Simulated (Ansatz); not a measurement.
Geometry optimisation, Ansatz, RKS B3LYP/6-31G.

Input file:

```yaml
crystal:
  periodic: [false, false, false]
  atoms:
    - { symbol: Si, position_ang: [0.0, 0.0, 0.0] }
    - { symbol: Si, position_ang: [0.0, 0.0, 2.22] }
    - { symbol: H, position_ang: [-1.3148, -0.4067, 2.7074] }
    - { symbol: H, position_ang: [1.0096, -0.9353, 2.7074] }
    - { symbol: H, position_ang: [0.3052, 1.342, 2.7074] }
    - { symbol: O, position_ang: [1.5842, 0.0, -0.5594] }
    - { symbol: C, position_ang: [2.3503, -1.1632, -0.836] }
    - { symbol: H, position_ang: [1.7187, -1.9052, -1.3675] }
    - { symbol: H, position_ang: [3.2179, -0.8926, -1.4733] }
    - { symbol: H, position_ang: [2.7141, -1.6023, 0.1163] }
    - { symbol: F, position_ang: [-0.7489, 1.2974, -0.5295] }
    - { symbol: O, position_ang: [-0.7913, -1.3709, -0.5594] }
    - { symbol: C, position_ang: [-1.5365, -2.2685, 0.2501] }
    - { symbol: H, position_ang: [-1.2251, -2.1576, 1.3097] }
    - { symbol: H, position_ang: [-2.6187, -2.04, 0.1571] }
    - { symbol: H, position_ang: [-1.349, -3.3106, -0.083] }
basis:
  gaussian: { orbitals: "6-31G" }
hamiltonian:
  xc: b3lyp
relax:
  f_tol: 0.02
  max_steps: 40
```

Run as:

```bash
$ ansatz run input.yaml --threads 2 --pin off --max-ram 3072MiB --backend cpu --events-out ev --progress --plain --runs-dir out
```

Where does it end, and by what steps?

It converged. The force dipped under the threshold on the way, but the program's further checks kept it going. Limits of this set-up: no polarisation functions. After 32 steps the energy has fallen by 0.822 eV; H10 moved furthest, 1.37 Å.

| step | energy less start (eV) | largest force component (eV/Å) | accepted |
| --- | --- | --- | --- |
| 0 | 0.0000 | 3.025 | yes |
| 2 | -0.5969 | 0.312 | yes |
| 4 | -0.6710 | 0.512 | yes |
| 6 | -0.7075 | 0.294 | yes |
| 8 | -0.7528 | 0.149 | yes |
| 10 | -0.7709 | 0.074 | yes |
| 12 | -0.7650 | 0.350 | no |
| 14 | -0.7940 | 0.095 | yes |
| 16 | -0.7998 | 0.153 | yes |
| 18 | -0.8044 | 0.229 | yes |
| 20 | -0.8036 | 0.336 | no |
| 22 | -0.8137 | 0.156 | yes |
| 24 | -0.8169 | 0.033 | yes |
| 26 | -0.8190 | 0.178 | yes |
| 28 | -0.8211 | 0.014 | yes |
| 30 | -0.8217 | 0.023 | yes |
| 32 | -0.8218 | 0.005 | yes |

```xyz
16
Properties=species:S:1:pos:R:3
Si 0.191 -0.445 0.537
Si 0.123 0.373 2.734
H -1.299 0.397 3.213
H 0.924 -0.542 3.607
H 0.693 1.757 2.777
O 1.820 -0.445 0.056
C 2.393 -1.104 -1.111
H 1.974 -2.108 -1.233
H 2.201 -0.510 -2.011
H 3.468 -1.168 -0.939
F -0.739 0.543 -0.502
O -0.416 -2.024 0.282
C -1.754 -2.443 -0.091
H -2.432 -2.378 0.768
H -2.148 -1.832 -0.909
H -1.683 -3.484 -0.411
```

Time of the run: 2.6 min on 2 threads of Arm Neoverse V1, on a shared host, peak memory 0.24 GiB.
